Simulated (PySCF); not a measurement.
State search for MnI

Unrestricted PBE0; basis Mn x2c-TZVPPall, I x2c-TZVPPall; spin-free X2C with a Gaussian nucleus; PySCF 2.14. Outer shells of the fragments: Mn 3d5 4s2; I 4d10 5s2 5p5.

Followed along the bond (rough minima from three points):

```csv
2Ms+1,unpaired,⟨S²⟩ at the start,R at minimum (Å),Te (eV)
7,"σ ↑↑, π ↑↑, δ ↑↑",12.01,2.60,0.00
5,"π ↑↑, δ ↑↑",6.73,2.53,0.65
5,"σ ↑, π ↑, δ ↑↑",6.03,2.50,1.52
5,"σ ↑, π ↑↑, δ ↑",6.03,2.52,1.60
3,"π ↑↓, δ ↑↑",3.67,2.49,2.52
1,"π ↓↓, δ ↑↑",2.53,2.47,3.27
```

Solutions found at the starting distance of 2.430 Å, counted from the lowest of them; the search is not exhaustive and high or unbound solutions are not listed, so other states can lie among these:

```csv
2Ms+1,unpaired,term,E (eV),⟨S²⟩,⟨Lz²⟩,μ (D)
7,"σ ↑↑, π ↑↑, δ ↑↑",⁷Σ⁺,0.00,12.01,0.00,-1.94
5,"π ↑↑, δ ↑↑",mixed,0.57,6.73,0.00,-2.48
5,"σ ↑, π ↑, δ ↑↑",⁵Π,1.42,6.03,1.01,-4.79
5,"σ ↑, π ↑↑, δ ↑",⁵Δ,1.51,6.03,4.01,-5.13
5,"σ ↑↑, π ↑↓, δ ↑↑",mixed,2.21,7.01,2.01,-1.42
3,"π ↑↓, δ ↑↑",mixed,2.41,3.67,2.01,-2.38
3,"σ ↑, π ↑↓, δ ↑",mixed,2.82,3.38,5.21,-4.15
3,"σ ↑, π ↓, δ ↑↑",mixed,2.84,3.01,1.03,-4.71
3,"σ ↑, π ↑↓, δ ↑",mixed,2.93,3.01,6.03,-4.98
3,"σ ↓, π ↑, δ ↑↑",mixed,2.95,3.00,1.94,-4.21
7,"σ ↑, π ↑↑↑, δ ↑↑",⁷Π,2.99,12.05,1.00,-2.73
5,"σ ↑, π ↑, δ ↑↑",mixed,3.00,6.13,2.34,-0.38
1,"π ↓↓, δ ↑↑",mixed,3.15,2.53,0.00,-2.82
1,"σ ↑, π ↓↓, δ ↑",mixed,3.28,2.01,4.02,-5.00
```

A term symbol is given only where ⟨S²⟩ and ⟨Lz²⟩ are close to those of a pure state; real π, δ and φ orbitals otherwise mix terms. A positive dipole means Mn(−)I(+).

Problem. Compare the gap between the two lowest followed solutions at the starting distance with the gap between their minima.

Solution. At PBE0 the second solution (Ms = 2 of mixed spin, unpaired electrons π ↑↑, δ ↑↑) lies +0.57 eV from the first (septet, unpaired electrons σ ↑↑, π ↑↑, δ ↑↑) at 2.430 Å and +0.65 eV at the minima; the two curves relax by different amounts, since their minima lie near 2.53 and 2.60 Å.

Spin–orbit coupling is left out. With d or f electrons several states lie close, and the lowest PBE0 determinant need not be the measured ground state.
